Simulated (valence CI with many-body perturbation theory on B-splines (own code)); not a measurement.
Energy levels of Pt XLVIII

Computed by valence CI with perturbative core correlation (CI+MBPT): three valence electrons over a frozen Dirac-Fock core [Ar] 3d10, radial functions for each j: 11 s, 11 p, 10 d, 8 f, 5 g, 2 h, with the one-electron correlation potential Σ1 (screened to all orders), the two-electron term Σ2, the three-electron term Σ3, Breit, model QED; selected single and double excitations, second order for the rest, scaled by the run's own slope (own B-spline code, finite nucleus).

No measured spectrum was set against this ion. As an estimate, large intervals hold to a few tenths of a per cent, small ones and those within an open d or f shell to about a per cent.

Levels 91 to 135 of 180, with energies above the lowest level, (4s^2 4p1/2) J=1/2. "Leading %" is the weight of the configuration and term that name the level; weights of strongly mixed levels are sums over their largest components and can fall short. In the jj column 3d3/2^4 stands for four electrons in 3d with j = 3/2. Lifetimes count E1, E2, E3, M1 and M2 decay at the calculated energies, and are blank where another channel may lead or the interval is too uncertain; long ones can be off by a factor of two.

| No. | Configuration | Term | J | E (eV) | Leading % | Lifetime | Leading jj | Second component |
| --- | --- | --- | --- | --- | --- | --- | --- | --- |
| 91 | 4s4p4f | ²D | 3/2 | 757.62 | 56 | 1.54 ps | 4s 4p3/2 4f7/2 (65 %) | 26 % 4s4d² ²P |
| 92 | 4s4p4f | ²F | 7/2 | 759.02 | 40 | 780 fs | 4s 4p3/2 4f7/2 (42 %) | 17 % 4s4p4f ²G |
| 93 | 4s4p4f | ²D | 3/2 | 759.37 | 68 | 784 fs | 4s 4p3/2 4f5/2 (84 %) | 13 % 4s4p4f ⁴F |
| 94 | 4s4d² | ²F | 7/2 | 760.72 | 43 | 1.04 ps | 4s 4d5/2^2 (42 %) | 14 % 4s4p4f ²F |
| 95 | 4s4d² | ²D | 5/2 | 761.97 | 28 | 932 fs | 4s 4d5/2^2 (56 %) | 25 % 4s4p4f ²D |
| 96 | 4s4p4f | ²G | 9/2 | 763.50 | 80 | 1.03 ps | 4s 4p3/2 4f7/2 (86 %) | 9 % 4s4p4f ⁴G |
| 97 | 4s4d² | ²G | 9/2 | 769.72 | 33 | 896 fs | 4s 4d5/2^2 (38 %) | 31 % 4s4p4f ²G |
| 98 | 4s4p4f | ²D | 5/2 | 773.79 | 55 | 861 fs | 4s 4p3/2 4f7/2 (67 %) | 18 % 4s4d² ²D |
| 99 | 4s4d² | ²D | 3/2 | 774.38 | 34 | 982 fs | 4s 4d5/2^2 (70 %) | 32 % 4s4d² ²P |
| 100 | 4s4d² | ²S | 1/2 | 775.44 | 63 | 1.07 ps | 4s 4d5/2^2 (82 %) | 13 % 4s4d² ⁴P |
| 101 | 4s4p4f | ²G | 7/2 | 778.40 | 33 | 732 fs | 4s 4p3/2 4f7/2 (32 %) | 24 % 4s4d² ²G |
| 102 | 4p²4d | ²D | 3/2 | 779.49 | 37 | 365 fs | 4p3/2^2 4d3/2 (92 %) | 19 % 4p²4d ⁴P |
| 103 | 4p²4d | ²D | 5/2 | 785.69 | 24 | 358 fs | 4p3/2^2 4d3/2 (74 %) | 20 % 4p²4d ⁴D |
| 104 | 4p²4d | ⁴P | 1/2 | 785.82 | 39 | 352 fs | 4p3/2^2 4d3/2 (82 %) | 28 % 4p²4d ²P |
| 105 | 4p²4d | ²F | 7/2 | 794.98 | 43 | 324 fs | 4p3/2^2 4d3/2 (71 %) | 20 % 4p²4d ²G |
| 106 | 4p²4d | ²D | 3/2 | 797.97 | 53 | 359 fs | 4p3/2^2 4d3/2 (78 %) | 9 % 4p²4d ⁴D |
| 107 | 4p4d² | ⁴G° | 5/2 | 799.85 | 54 | 1.73 ps | 4p1/2 4d3/2^2 (97 %) | 34 % 4p4d² ²F° |
| 108 | 4p²4d | ⁴F | 9/2 | 802.60 | 51 | 579 fs | 4p3/2^2 4d5/2 (86 %) | 36 % 4p²4d ²G |
| 109 | 4p²4d | ²F | 7/2 | 803.18 | 44 | 550 fs | 4p3/2^2 4d5/2 (81 %) | 29 % 4p²4d ⁴D |
| 110 | 4p²4d | ²P | 1/2 | 808.04 | 46 | 537 fs | 4p3/2^2 4d5/2 (87 %) | 30 % 4p²4d ²S |
| 111 | 4p²4d | ²D | 5/2 | 814.10 | 73 | 663 fs | 4p3/2^2 4d5/2 (95 %) | 14 % 4p²4d ⁴D |
| 112 | 4p4d² | ⁴D° | 1/2 | 818.09 | 42 | 741 fs | 4p1/2 4d3/2^2 (98 %) | 41 % 4p4d² ²P° |
| 113 | 4p4d² | ⁴F° | 3/2 | 821.15 | 39 | 393 fs | 4p1/2 4d3/2^2 (96 %) | 30 % 4p4d² ²D° |
| 114 | 4p²4d | ²P | 3/2 | 824.76 | 39 | 438 fs | 4p3/2^2 4d5/2 (86 %) | 28 % 4p²4d ²D |
| 115 | 4p²4d | ²D | 5/2 | 828.85 | 48 | 395 fs | 4p3/2^2 4d5/2 (84 %) | 19 % 4p²4d ²F |
| 116 | 4p4d² | ⁴G° | 7/2 | 829.30 | 53 | 3.12 ps | 4p1/2 4d3/2 4d5/2 (91 %) | 11 % 4p4d² ²G° |
| 117 | 4p4d² | ²D° | 5/2 | 831.59 | 24 | 2.30 ps | 4p1/2 4d3/2 4d5/2 (92 %) | 19 % 4p4d² ⁴D° |
| 118 | 4p4d² | ²H° | 9/2 | 832.39 | 46 | 4.06 ps | 4p1/2 4d3/2 4d5/2 (80 %) | 25 % 4p4d² ²G° |
| 119 | 4p4d² | ⁴D° | 3/2 | 834.84 | 38 | 1.93 ps | 4p1/2 4d3/2 4d5/2 (93 %) | 14 % 4p4d² ²D° |
| 120 | 4p4d² | ⁴P° | 1/2 | 836.82 | 49 | 1.85 ps | 4p1/2 4d3/2 4d5/2 (100 %) | 27 % 4p4d² ⁴D° |
| 121 | 4p4d² | ²F° | 7/2 | 846.96 | 25 | 691 fs | 4p1/2 4d3/2 4d5/2 (66 %) | 22 % 4p4d² ²G° |
| 122 | 4p4d² | ⁴F° | 5/2 | 847.77 | 16 | 586 fs | 4p1/2 4d3/2 4d5/2 (79 %) | 16 % 4p4d² ⁴D° |
| 123 | 4p²4f | ²G° | 7/2 | 852.43 | 62 | 1.01 ps | 4p1/2 4p3/2 4f5/2 (90 %) | 30 % 4p²4f ⁴G° |
| 124 | 4p4d² | ⁴D° | 3/2 | 852.76 | 29 | 547 fs | 4p1/2 4d3/2 4d5/2 (80 %) | 18 % 4p4d² ²P° |
| 125 | 4p²4f | ⁴G° | 5/2 | 854.20 | 43 | 852 fs | 4p1/2 4p3/2 4f5/2 (91 %) | 28 % 4p²4f ²D° |
| 126 | 4p²4f | ⁴D° | 7/2 | 856.53 | 37 | 1.55 ps | 4p1/2 4p3/2 4f7/2 (62 %) | 15 % 4p4d² ⁴D° |
| 127 | 4p²4f | ⁴F° | 3/2 | 857.11 | 67 | 780 fs | 4p1/2 4p3/2 4f5/2 (88 %) | 14 % 4p²4f ²D° |
| 128 | 4p²4f | ⁴G° | 9/2 | 858.07 | 44 | 1.39 ps | 4p1/2 4p3/2 4f7/2 (56 %) | 33 % 4p²4f ²G° |
| 129 | 4p²4f | ²F° | 5/2 | 859.55 | 47 | 962 fs | 4p1/2 4p3/2 4f5/2 (69 %) | 18 % 4p²4f ⁴F° |
| 130 | 4p²4f | ²H° | 9/2 | 860.69 | 21 | 1.32 ps | 4p1/2 4p3/2 4f5/2 (33 %) | 20 % 4p²4f ²G° |
| 131 | 4p²4f | ⁴F° | 9/2 | 862.59 | 42 | 1.22 ps | 4p1/2 4p3/2 4f7/2 (81 %) | 19 % 4p²4f ²G° |
| 132 | 4p²4f | ²D° | 3/2 | 862.62 | 44 | 1.05 ps | 4p1/2 4p3/2 4f5/2 (83 %) | 26 % 4p²4f ⁴D° |
| 133 | 4p²4f | ²H° | 11/2 | 863.74 | 61 | 1.59 ps | 4p1/2 4p3/2 4f7/2 (95 %) | 35 % 4p²4f ⁴G° |
| 134 | 4p²4f | ²F° | 7/2 | 863.81 | 38 | 1.12 ps | 4p1/2 4p3/2 4f7/2 (72 %) | 16 % 4p²4f ⁴G° |
| 135 | 4p²4f | ⁴D° | 5/2 | 864.30 | 42 | 982 fs | 4p1/2 4p3/2 4f7/2 (78 %) | 37 % 4p²4f ²D° |

Where two levels of one J and parity lie close, their mixing, g and order are uncertain.
